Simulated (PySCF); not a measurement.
Job file and geometry (Å, from GFN2-xTB) of an NMR shielding run on SMILES C#C[C]1([AlH][CH2]C=C)CCC1, C9H13Al, PySCF, GIAO PBE0/pcSseg-1 NMR shielding, non-relativistic, gas phase; density fitting, a coarse starting grid and PySCF grid level 2 are the driver's defaults:

```
$ OMP_NUM_THREADS=1 python probes_run.py task.json out

{"job": {"kind": "nmr", "xc": "PBE0", "basis": "pcSseg-1"}, "charge": 0, "multiplicity": 1}
C     -2.412713    -2.608327    -1.215657
C     -1.908246    -1.666527    -0.669674
C     -1.344289    -0.516626    -0.024734
Al     0.615945    -0.166822     0.340698
C      1.936038     0.447957    -1.046472
C      3.105208    -0.276443    -0.479850
C      3.844773     0.165064     0.532330
C     -1.813760     0.863538    -0.572527
C     -1.896432     1.339176     0.875711
C     -1.962170    -0.113508     1.342386
H     -2.821839    -3.448410    -1.692607
H      1.065049    -0.323098     1.812546
H      1.738461     0.144433    -2.079146
H      2.115178     1.528870    -1.039754
H      3.314381    -1.253059    -0.903996
H      3.675828     1.138644     0.965367
H      4.672130    -0.400422     0.925423
H     -1.120367     1.401700    -1.230283
H     -2.790055     0.809408    -1.053436
H     -0.944341     1.795915     1.185464
H     -2.715307     2.001944     1.149307
H     -2.981685    -0.474668     1.470775
H     -1.376540    -0.361756     2.237021
```

Q: What does the program print?

A: 
```
coarse grid: 19464 points
cycle   1  E = -592.3243557345  dE =  1.250e+00  |g| = 5.516e-01  |ddm| = 4.536e+00
cycle   2  E = -592.3223266730  dE =  2.029e-03  |g| = 5.695e-01  |ddm| = 1.328e+00
cycle   3  E = -592.4094209292  dE = -8.709e-02  |g| = 6.023e-02  |ddm| = 6.632e-01
cycle   4  E = -592.4097288933  dE = -3.080e-04  |g| = 4.822e-02  |ddm| = 9.621e-02
cycle   5  E = -592.4102554470  dE = -5.266e-04  |g| = 1.565e-02  |ddm| = 5.005e-02
cycle   6  E = -592.4103157531  dE = -6.031e-05  |g| = 3.270e-03  |ddm| = 1.757e-02
cycle   7  E = -592.4103184905  dE = -2.737e-06  |g| = 7.501e-04  |ddm| = 4.875e-03
final grid: 182600 points
cycle   8  E = -592.4717734493  dE = -4.896e-05  |g| = 9.012e-03  |ddm| = 6.638e-02
cycle   9  E = -592.4717604699  dE =  1.298e-05  |g| = 1.154e-02  |ddm| = 2.152e-02
cycle  10  E = -592.4717940366  dE = -3.357e-05  |g| = 2.455e-03  |ddm| = 1.260e-02
cycle  11  E = -592.4717955106  dE = -1.474e-06  |g| = 4.527e-04  |ddm| = 2.213e-03
cycle  12  E = -592.4717955542  dE = -4.362e-08  |g| = 1.748e-04  |ddm| = 6.652e-04
cycle  13  E = -592.4717955614  dE = -7.215e-09  |g| = 5.209e-05  |ddm| = 2.015e-04
cycle  14  E = -592.4717955621  dE = -6.421e-10  |g| = 1.564e-05  |ddm| = 6.444e-05
converged SCF energy = -592.4717955621

GIAO shielding tensors (ppm)
atom      isotropic    diamagn.    paramagn.     s11        s22        s33       span
  0 C      113.062     260.465    -147.403     44.754     59.143    235.289    190.535
  1 C       92.616     247.059    -154.443    -16.906     -5.131    299.885    316.791
  2 C      164.039     254.373     -90.334    147.806    160.745    183.565     35.759
  3 Al     302.280     796.990    -494.710    257.729    316.205    332.904     75.175
  4 C      160.447     253.108     -92.661    140.546    158.025    182.771     42.225
  5 C       46.648     259.397    -212.749    -73.888     51.797    162.034    235.922
  6 C       62.100     250.901    -188.801    -52.872     81.050    158.122    210.993
  7 C      151.546     247.718     -96.172    138.239    141.321    175.078     36.839
  8 C      163.774     253.435     -89.661    154.733    166.529    170.061     15.328
  9 C      151.756     249.870     -98.114    138.482    142.372    174.414     35.932
 10 H       30.039      35.102      -5.063     25.001     25.296     39.819     14.819
 11 H       26.475      31.315      -4.840     23.436     26.064     29.925      6.489
 12 H       29.551      32.042      -2.491     25.860     28.714     34.078      8.217
 13 H       29.302      31.986      -2.684     25.434     28.340     34.133      8.699
 14 H       25.478      30.570      -5.093     23.258     25.318     27.857      4.599
 15 H       26.357      30.216      -3.859     22.432     25.721     30.919      8.486
 16 H       25.990      26.619      -0.629     22.749     25.479     29.743      6.994
 17 H       29.233      31.191      -1.958     25.201     28.493     34.004      8.803
 18 H       29.367      31.930      -2.564     26.975     27.667     33.458      6.483
 19 H       30.502      31.331      -0.829     27.880     29.140     34.487      6.607
 20 H       29.705      29.487       0.219     25.242     26.344     37.530     12.288
 21 H       29.320      31.881      -2.561     26.711     27.737     33.512      6.801
 22 H       29.031      30.269      -1.238     25.239     27.344     34.509      9.270
```

Size and cost of the density-fitted run: 242 basis functions, 87 s wall time on 1 thread of an Arm Neoverse V1, shared host; peak memory 1.1 GiB.
